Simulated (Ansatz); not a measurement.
Molecule: tetramethylsilane, C₄H₁₂Si (charge 0, singlet). SMILES: C[Si](C)(C)C
Coordinates optimised at B3LYP-D3(BJ)/def2-TZVP (Ansatz, a quantum-chemistry and plane-wave program):
```
Si
C 1 1.8800
H 2 1.0926 1 111.21
H 2 1.0926 3 107.68 1 122.07
H 2 1.0926 3 107.68 4 115.86
C 1 1.8800 2 109.47 3 -180.00
H 6 1.0926 1 111.21 2 -60.00
H 6 1.0926 7 107.68 1 122.07
H 6 1.0926 7 107.68 8 115.86
C 1 1.8800 2 109.47 3 60.00
H 10 1.0926 1 111.21 2 60.00
H 10 1.0926 11 107.68 1 -122.07
H 10 1.0926 11 107.68 12 -115.86
C 1 1.8800 2 109.47 3 -60.00
H 14 1.0926 1 111.21 2 60.00
H 14 1.0926 15 107.68 1 122.07
H 14 1.0926 15 107.68 16 115.86
```
Charge 0, spin multiplicity 1.

Quantity: atomisation energy (electronic, to ground-state atoms), in kcal/mol. Cores are frozen in the correlated levels unless marked. UHF or UKS for open shells. No spin-orbit coupling. No relativistic terms. The coupled-cluster limit lacks core correlation, which all-electron functionals hold. CBS(X,Y): correlation extrapolated as X^-3; Hartree-Fock from the larger set.

```
level     program  atomisation energy (kcal/mol)
--------  -------  -----------------------------
HF/6-31G   Ansatz                         1126.8
```

What does CCSD(T)/CBS(cc-pV(T+d)Z,cc-pV(Q+d)Z) (Ansatz) give?

1542.3 kcal/mol, so HF/6-31G differs from it by -415.5 kcal/mol.
